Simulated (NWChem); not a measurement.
All runs are NWChem calculations. System: H3Al, charge 0, spin multiplicity 1, at a geometry optimised with PBE/def2-SVP. The structure started from a generated list of species. Level: TD-PBE/6-31G* (spherical d).

Job file:

```
start mol
memory heap 200 mb stack 900 mb global 1100 mb
geometry units angstroms nocenter noautoz noautosym
  Al     0.000000     0.000000    -0.000001
  H      0.000000     0.000000     1.600824
  H      1.386352     0.000000    -0.800406
  H     -1.386352     0.000000    -0.800406
end
basis spherical
  * library 6-31g*
end
dft
  xc xpbe96 cpbe96
  semidirect memsize 60000000 filesize 0
  iterations 100
end
tddft
  rpa
  nroots 10
  notriplet
end
task tddft energy
```

NWChem printed:

```
             Northwest Computational Chemistry Package (NWChem) 7.3.0
             --------------------------------------------------------

                                NWChem Input Module
                                -------------------

 Scaling coordinates for geometry "geometry" by  1.889725989
 (inverse scale =  0.529177249)

                             Geometry "geometry" -> ""
                             -------------------------

 Output coordinates in angstroms (scale by  1.889725989 to convert to a.u.)

  No.       Tag          Charge          X              Y              Z
 ---- ---------------- ---------- -------------- -------------- --------------
    1 Al                  13.0000     0.00000000     0.00000000    -0.00000100
    2 H                    1.0000     0.00000000     0.00000000     1.60082400
    3 H                    1.0000     1.38635200     0.00000000    -0.80040600
    4 H                    1.0000    -1.38635200     0.00000000    -0.80040600

 Effective nuclear repulsion energy (a.u.)      13.4646400982

            Nuclear Dipole moment (a.u.)
            ----------------------------
        X                 Y               Z
 ---------------- ---------------- ----------------
     0.0000000000     0.0000000000    -0.0000018897


 Summary of "ao basis" -> "" (spherical)
 ------------------------------------------------------------------------------
       Tag                 Description            Shells   Functions and Types
 ---------------- ------------------------------  ------  ---------------------
 *                           6-31g*                   on all atoms

  pbe96 is a nonlocal functional; adding pw91lda local functional.

                                 NWChem DFT Module
                                 -----------------

 Summary of "ao basis" -> "ao basis" (spherical)
 ------------------------------------------------------------------------------
       Tag                 Description            Shells   Functions and Types
 ---------------- ------------------------------  ------  ---------------------
 Al                          6-31g*                  8       18   4s3p1d
[...]
     Transition Moments   XX -0.71915  XY -0.00000  XZ  0.00541
     Transition Moments   YY  0.00002  YZ -0.00000  ZZ  0.71913
     Dipole Oscillator Strength                    0.0246606717
     Electric Quadrupole                           0.0000001318
     Magnetic Dipole                               0.0000000000
     Total Oscillator Strength                     0.0246608035

          sigma_e =   2.5244 Angstrom
          sigma_h =   1.6404 Angstrom
         |d_h->e| =   0.1171 Angstrom
            d_exc =   2.9653 Angstrom
            d_CD1 =   1.0011 Angstrom
            d_CD2 =  -1.9653 Angstrom
            d_CD3 =   3.0824 Angstrom
     Pearson C.C. =   0.0343

     Occ.    6  a   ---  Virt.   14  a   -0.05024 X
     Occ.    7  a   ---  Virt.   12  a    0.20521 X
     Occ.    8  a   ---  Virt.   10  a   -0.16789 X
     Occ.    8  a   ---  Virt.   11  a   -0.20521 X
     Occ.    8  a   ---  Virt.   13  a   -0.93975 X
  ----------------------------------------------------------------------------
  Root   9 singlet a              0.363086923 a.u.                9.8801 eV
  ----------------------------------------------------------------------------
     Transition Moments    X  0.31911   Y  0.00000   Z  0.00240
     Transition Moments   XX -0.00541  XY -0.00000  XZ -0.71914
     Transition Moments   YY  0.00000  YZ -0.00000  ZZ  0.00541
     Dipole Oscillator Strength                    0.0246508123
     Electric Quadrupole                           0.0000001318
     Magnetic Dipole                               0.0000000000
     Total Oscillator Strength                     0.0246509442

          sigma_e =   2.5244 Angstrom
          sigma_h =   1.6404 Angstrom
         |d_h->e| =   0.1171 Angstrom
            d_exc =   2.9653 Angstrom
            d_CD1 =   1.0010 Angstrom
            d_CD2 =  -1.9654 Angstrom
            d_CD3 =   3.0823 Angstrom
     Pearson C.C. =   0.0343

     Occ.    6  a   ---  Virt.   15  a   -0.05024 X
     Occ.    7  a   ---  Virt.   10  a   -0.16793 X
     Occ.    7  a   ---  Virt.   11  a    0.20522 X
     Occ.    7  a   ---  Virt.   13  a   -0.93973 X
     Occ.    8  a   ---  Virt.   12  a    0.20523 X
  ----------------------------------------------------------------------------
  Root  10 singlet a              0.377596797 a.u.               10.2749 eV
  ----------------------------------------------------------------------------
     Transition Moments    X -0.00207   Y -0.00000   Z  1.59794
     Transition Moments   XX  0.01082  XY  0.00000  XZ -0.00001
     Transition Moments   YY -0.00001  YZ -0.00000  ZZ -0.01083
     Dipole Oscillator Strength                    0.6427772652
     Electric Quadrupole                           0.0000000000
     Magnetic Dipole                               0.0000000000
     Total Oscillator Strength                     0.6427772652

          sigma_e =   2.4974 Angstrom
          sigma_h =   1.7158 Angstrom
         |d_h->e| =   0.2931 Angstrom
            d_exc =   3.0647 Angstrom
            d_CD1 =   1.0747 Angstrom
            d_CD2 =  -1.8135 Angstrom
            d_CD3 =   3.3578 Angstrom
     Pearson C.C. =  -0.0147

     Occ.    6  a   ---  Virt.   11  a   -0.18830 X
     Occ.    7  a   ---  Virt.   12  a   -0.45566 X
     Occ.    7  a   ---  Virt.   15  a    0.24007 X
     Occ.    8  a   ---  Virt.   10  a    0.57875 X
     Occ.    8  a   ---  Virt.   10  a   -0.06761 Y
     Occ.    8  a   ---  Virt.   11  a    0.45568 X
     Occ.    8  a   ---  Virt.   13  a   -0.31987 X
     Occ.    8  a   ---  Virt.   14  a   -0.24007 X

              Target root =      1
          Target symmetry = none
      Ground state energy =   -244.022156140274
        Excitation energy =      0.178810063228
     Excited state energy =   -243.843346077046

  stored tddft:energy   -243.84334607704565

 Task  times  cpu:        3.3s     wall:        3.3s

 Total times  cpu:        3.3s     wall:        3.3s
```
